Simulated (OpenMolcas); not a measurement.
**Pd²⁺: effect of the IPEA shift**

```json
{
  "Program": "OpenMolcas",
  "Basis": "ANO-RCC-VQZP [8s7p5d3f2g1h]",
  "Scalar Hamiltonian": "DKH2, point nucleus",
  "Active space": "8 electrons in 6 orbitals (4d 5s)",
  "State averaging": "2S+1 = 3 even, 55 roots; 2S+1 = 5 even, 10 roots kept (CI in the orbitals of an earlier block); 2S+1 = 1 even, 43 roots kept (CI in the orbitals of an earlier block)",
  "Spin-orbit coupling": "state interaction with AMFI integrals over the reference wave functions, term energies averaged over their components"
}
```

Methods on the same reference wave functions:
A. CASSCF
B. MS-CASPT2, IPEA 0.25 Eh, imaginary shift 0.1 Eh (closed shells correlated: 4s 4p)
C. MS-CASPT2, IPEA 0.5 Eh, imaginary shift 0.1 Eh (closed shells correlated: 4s 4p)

Energies in cm⁻¹ above 4d⁸ ³F₄, the measured ground level; measured values from Moore, Atomic Energy Levels, vol. III, NSRDS-NBS 35 (1971 reprint of NBS Circular 467, 1958).

```csv
Level,A,B,C,Measured
4d⁸ ³F₄,0.0,0.0,0.0,0.0
4d⁸ ³F₃,3286,3310,3320,3230
4d⁸ ³F₂,5029,4710,4710,4687
4d⁸ ³P₁,17488,13560,13690,13470
4d⁸ ³P₀,17834,13800,13930,13699
4d⁸ ¹G₄,22018,17980,17790,17880
4d⁷ 5s ⁵F₅,46478,53010,54120,52916
4d⁷ 5s ⁵F₄,48543,55060,56170,55089
4d⁷ 5s ⁵F₃,50124,56650,57750,56742
4d⁷ 5s ⁵F₂,51216,57720,58830,57845
4d⁸ ¹S₀,51853,41520,41560,
4d⁷ 5s ⁵F₁,51899,58380,59500,58527
4d⁷ 5s ³F₄(1),58314,62550,63790,
4d⁷ 5s ³F₃(1),61089,65300,66550,
4d⁷ 5s ³F₂(1),62776,67000,68260,
4d⁷ 5s ⁵P₃,62969,66430,67730,65708
4d⁷ 5s ⁵P₂ [71 %],63322,66500,67840,65788
4d⁷ 5s ⁵P₁,64491,67810,69140,67151
4d⁷ 5s ³G₅,66337,70470,72010,69986
```

Deviations, from unrounded energies. A percentage is the sum of absolute deviations over the sum of measured energies, with the sign that they share, or ± where signs differ.

| Against measurement | Levels | A | B | C |
| --- | --- | --- | --- | --- |
| mean absolute deviation (cm-1) | 14 | 4100 | 250 | 1000 |
| fine structure of the ground term (%) | 2 | +5.0 | +1.3 | +1.4 |
| other terms of the ground configuration (%) | 3 | +27.3 | +0.6 | ±1.2 |
| other configurations (%) | 9 | -8.1 | ±0.6 | +2.4 |

B lies closest to measurement on these levels and A furthest from it. The largest miss of B in the table is 4d⁷ 5s ⁵P₃, by +730 cm-1. The ranking rests on the paired levels alone, and a cruder setting can come out closer through cancelling errors.

Between B and C the level of the table that moves most is 4d⁷ 5s ³G₅, by 1500 cm-1 (lowest in B, highest in C). Moves below CASPT2's spread within the term are not significant.

The mean deviations of B to C differ by less than CASPT2's widest spread within a term (1600 cm-1), so their order carries little weight.

From A to B the spin-free energies of the other terms of 4d⁸ shown, above ³F, scale by factors of 0.72 to 0.79, as is usual when dynamic correlation screens the repulsion within a d or f shell.

The lowest spin-free term lies below A's lowest term by 0.610 hartree in B, 0.602 hartree in C.

Term energies are means over components that CASPT2 splits; among the terms shown or strongly mixed into the levels shown the widest spread is 1600 cm-1 (4d⁷ 5s ⁵F, C). Terms from blocks run as CI alone lack orbitals of their own. A single d shell beside an s shell can misplace configurations of different d count against each other. Without dynamic correlation excited terms often stand tens of per cent too high (terms of higher spin than the ground term too low), and those without a measured partner can miss by more than the paired ones (holds for A). Measured partners are found by configuration, term and J. A level has none where our copy of the source lacks it or the pairing is in doubt (some pairs that miss far off the trend of their configuration count as doubtful), and it then counts in no deviation. Levels of configurations outside the active space are missing. Levels that lie high or do not pair safely by name in every column are left out.

A share in square brackets marks a mixed level and gives the weight of the term that names it, the lowest over the columns. A number in round brackets counts repeated terms of one configuration in the order of the reference energies.
